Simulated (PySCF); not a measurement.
## Do core-level shifts follow atomic charges?

Compound: C₆H₁₁N₃.
Atom-mapped SMILES: `[CH3:1][c:2]1[n:3][nH:4][c:5]([CH:6]([CH3:7])[CH3:8])[n:9]1`

Structure used (PBE0-D3(BJ)/def2-SVP), in Å, numbered top down from 1:
```xyz
20
C6H11N3 angstrom
C      3.5243    0.3242   -0.1397
C      2.1100   -0.1065   -0.2888
N      1.7400   -1.0682   -1.1178
N      0.4164   -1.1266   -0.9229
C      0.0226   -0.2209   -0.0030
C     -1.3893   -0.0033    0.4474
C     -1.7741    1.4644    0.2634
C     -2.3737   -0.9468   -0.2325
N      1.0823    0.4429    0.4140
H      3.8987    0.0885    0.8682
H      4.1530   -0.1834   -0.8815
H      3.6113    1.4126   -0.2729
H     -0.1455   -1.7856   -1.4451
H     -1.3967   -0.2147    1.5314
H     -2.7640    1.6651    0.7004
H     -1.8102    1.7271   -0.8058
H     -1.0334    2.1154    0.7476
H     -2.1155   -2.0047   -0.0664
H     -3.3879   -0.7924    0.1627
H     -2.4171   -0.7641   -1.3192
```

Binding energies: delta-SCF UKS SCAN, pcX-2 on the ionised atom, pcseg-1 elsewhere, spin-free X2C in PySCF 2.14.0. Charges: PBE0/pcSseg-1 ground-state density, for the ionised atom.

```json
{"atom": "C7", "environment": "methyl carbon", "C 1s (eV)": "290.61", "Mulliken (e)": "-0.227", "IAO (e)": "-0.405", "Hirshfeld (e)": "-0.113", "ESP (e)": "-0.356"}
{"atom": "C1", "environment": "benzylic-type carbon", "C 1s (eV)": "290.71", "Mulliken (e)": "-0.149", "IAO (e)": "-0.430", "Hirshfeld (e)": "-0.118", "ESP (e)": "-0.727"}
{"atom": "C6", "environment": "benzylic-type carbon", "C 1s (eV)": "291.24", "Mulliken (e)": "-0.329", "IAO (e)": "-0.113", "Hirshfeld (e)": "-0.019", "ESP (e)": "+0.227"}
{"atom": "C2", "environment": "substituted aromatic carbon", "C 1s (eV)": "291.52", "Mulliken (e)": "+0.067", "IAO (e)": "+0.201", "Hirshfeld (e)": "+0.080", "ESP (e)": "+0.906"}
{"atom": "C5", "environment": "substituted aromatic carbon", "C 1s (eV)": "291.97", "Mulliken (e)": "+0.408", "IAO (e)": "+0.191", "Hirshfeld (e)": "+0.101", "ESP (e)": "+0.262"}
```

Task: Give the correlation coefficient and slope of binding energy on charge for each scheme.

Result: Hirshfeld: r = 0.97, slope 5.3 eV per e; IAO: r = 0.95, slope 1.8 eV per e; Mulliken: r = 0.80, slope 1.6 eV per e; ESP: r = 0.75, slope 0.7 eV per e. On 5 points no scheme stands out.

Task: The point-charge model writes a binding energy as kq + V + constant, with V the potential of the other atoms' charges at the site. What does it give with the Hirshfeld charges?

Result: V = Σ 14.40 eV Å × q/r over all other atoms: +1.50 eV at C7, +1.37 eV at C1, +0.17 eV at C6, -2.96 eV at C2, -2.09 eV at C5. Fitting binding energy − V to q gives k = 24.3 eV per e and leaves an rms residual of 0.38 eV, against 0.12 eV for the fit on q alone. The model has no term for differences in relaxation between sites.

Geometry: PBE0-D3(BJ)/def2-SVP, one conformer, isolated molecule.
